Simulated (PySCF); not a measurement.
Job file and geometry (Å, from GFN2-xTB) of an NMR shielding run on `C#CP(C(C)(C)C)C(F)(F)F`, C7H10F3P, PySCF, GIAO PBE0/pcSseg-1 NMR shielding, non-relativistic, gas phase; density fitting, a coarse starting grid and PySCF grid level 2 are the driver's defaults:

```
$ OMP_NUM_THREADS=1 python probes_run.py task.json out

{"job": {"kind": "nmr", "xc": "PBE0", "basis": "pcSseg-1"}, "charge": 0, "multiplicity": 1}
C      2.574796     1.759873    -0.868058
C      1.807091     0.833774    -0.877236
P      0.740332    -0.552138    -1.084885
C     -0.761790     0.032944    -0.088489
C     -0.435023     0.415183     1.351792
C     -1.291223     1.248228    -0.853971
C     -1.799177    -1.090623    -0.129382
C      1.672999    -1.596856     0.205732
F      2.721660    -2.173623    -0.406272
F      0.921413    -2.594543     0.699332
F      2.172691    -0.937899     1.260177
H      3.236754     2.574327    -0.808911
H      0.397423     1.115719     1.396122
H     -1.305027     0.891056     1.802539
H     -0.187261    -0.458880     1.950322
H     -2.226574     1.587682    -0.412763
H     -0.576426     2.068798    -0.822225
H     -1.478493     0.995896    -1.897585
H     -1.442212    -1.980096     0.385675
H     -2.716981    -0.763149     0.356336
H     -2.033894    -1.358731    -1.158722
```

Question: What does the program print?

Answer: 
```
coarse grid: 18688 points
cycle   1  E = -912.5015021367  dE =  1.481e+00  |g| = 9.708e-01  |ddm| = 4.185e+00
cycle   2  E = -912.3181678416  dE =  1.833e-01  |g| = 1.452e+00  |ddm| = 1.645e+00
cycle   3  E = -912.6788452245  dE = -3.607e-01  |g| = 1.125e-01  |ddm| = 1.014e+00
cycle   4  E = -912.6802777598  dE = -1.433e-03  |g| = 8.230e-02  |ddm| = 1.554e-01
cycle   5  E = -912.6816598949  dE = -1.382e-03  |g| = 3.331e-02  |ddm| = 7.254e-02
cycle   6  E = -912.6819233515  dE = -2.635e-04  |g| = 4.944e-03  |ddm| = 2.679e-02
cycle   7  E = -912.6819293599  dE = -6.008e-06  |g| = 9.607e-04  |ddm| = 5.997e-03
final grid: 178920 points
cycle   8  E = -912.7708686830  dE = -8.211e-05  |g| = 1.019e-02  |ddm| = 5.393e-02
cycle   9  E = -912.7708566389  dE =  1.204e-05  |g| = 1.276e-02  |ddm| = 1.981e-02
cycle  10  E = -912.7708932950  dE = -3.666e-05  |g| = 1.194e-03  |ddm| = 1.163e-02
cycle  11  E = -912.7708935824  dE = -2.874e-07  |g| = 3.850e-04  |ddm| = 1.629e-03
cycle  12  E = -912.7708936148  dE = -3.240e-08  |g| = 9.223e-05  |ddm| = 4.361e-04
cycle  13  E = -912.7708936162  dE = -1.374e-09  |g| = 4.012e-05  |ddm| = 1.118e-04
cycle  14  E = -912.7708936164  dE = -2.685e-10  |g| = 1.508e-05  |ddm| = 3.687e-05
converged SCF energy = -912.7708936164

GIAO shielding tensors (ppm)
atom      isotropic    diamagn.    paramagn.     s11        s22        s33       span
  0 C       79.742     260.465    -180.723     -0.595     11.479    228.343    228.938
  1 C      104.085     270.609    -166.525      5.781     12.262    294.211    288.430
  2 P      335.853     964.404    -628.551    242.201    344.527    420.831    178.631
  3 C      149.006     247.604     -98.597    138.213    147.600    161.205     22.992
  4 C      157.577     248.032     -90.455    142.860    148.503    181.367     38.507
  5 C      157.194     248.458     -91.264    142.019    144.915    184.649     42.630
  6 C      157.858     246.916     -89.058    141.575    146.801    185.197     43.622
  7 C       46.080     248.074    -201.994     37.283     44.934     56.022     18.739
  8 F      224.305     470.242    -245.937    144.354    205.985    322.577    178.223
  9 F      244.147     475.310    -231.164    157.244    250.938    324.259    167.014
 10 F      229.359     475.116    -245.757    153.822    224.918    309.335    155.514
 11 H       29.050      34.232      -5.182     24.117     24.285     38.748     14.631
 12 H       29.541      32.018      -2.477     25.455     29.307     33.860      8.404
 13 H       30.675      31.687      -1.012     26.341     28.266     37.418     11.077
 14 H       30.126      31.960      -1.834     25.718     29.636     35.024      9.306
 15 H       30.738      30.977      -0.238     26.891     27.864     37.461     10.570
 16 H       30.057      31.384      -1.326     24.860     30.017     35.296     10.436
 17 H       30.577      30.467       0.110     26.636     27.928     37.167     10.531
 18 H       29.968      30.443      -0.475     24.344     30.093     35.467     11.123
 19 H       30.526      30.335       0.191     26.607     27.637     37.334     10.727
 20 H       30.380      30.137       0.244     26.566     27.645     36.930     10.364
```

Size and cost of the density-fitted run: 244 basis functions, 100 s wall time on 1 thread of an Arm Neoverse N1, shared host; peak memory 1.1 GiB.
